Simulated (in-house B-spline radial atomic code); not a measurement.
## Removing one electron from Os¹⁴⁺

Closed shell [Kr] 4d10 4f14 5s2. Computed with a B-spline radial code for spherical atoms: Koopmans values of Dirac-Hartree-Fock plus a diagonal self-energy, in second order or with its direct term screened (direct RPA, with the hole-particle interaction, or full time-dependent Hartree-Fock), linearised in energy; no-pair Dirac-Coulomb Hamiltonian, finite nucleus. Shifts add to the Koopmans value (the ΔSCF shift is orbital relaxation alone); the final value takes TDHF screening with Breit and QED.

Command:
```bash
python run_mb.py task.json out
```
Settings (nuclear radius in fm, box in bohr, cutoff in hartree):
```
basis_form          2
Z                   76
core_configuration  [Kr] 4d10 4f14 5s2
rms_radius          5.4126
mass_number         192
speed_of_light      137.036
box_radius          5.873
lmax                7
intervals           59
virtual_cutoff      23104.0
```

Run time, properties included: 95 s on 1 thread of Intel(R) Xeon(R) Platinum 8259CL CPU @ 2.50GHz (shared host).

Energies in eV:

| subshell | Koopmans | ΔSCF shift | second order | direct RPA | hole-particle | TDHF | Breit + QED | final |
| --- | --- | --- | --- | --- | --- | --- | --- | --- |
| 4f7/2 | 335.47 | -4.557 | ? | ? | ? | ? | ? | ? |
| 4f5/2 | 338.48 | -4.716 | -4.746 | -1.685 | -2.129 | -2.171 | 0.042 | 336.35 |
| 5s1/2 | 342.93 | -0.521 | 2.982 | 2.000 | 2.207 | 2.362 | -0.537 | 344.75 |

Q: What does the self-energy do to 4f7/2?

A: It shifts the removal energy by -4.524 eV in second order, -1.587 with direct RPA, -2.020 with the hole-particle term and -2.059 with TDHF screening (quasi-particle weight 0.980); Breit and QED add 0.144 eV. The final value is 333.56 eV, against 322 ± 16 eV (NIST, tabulated theory).
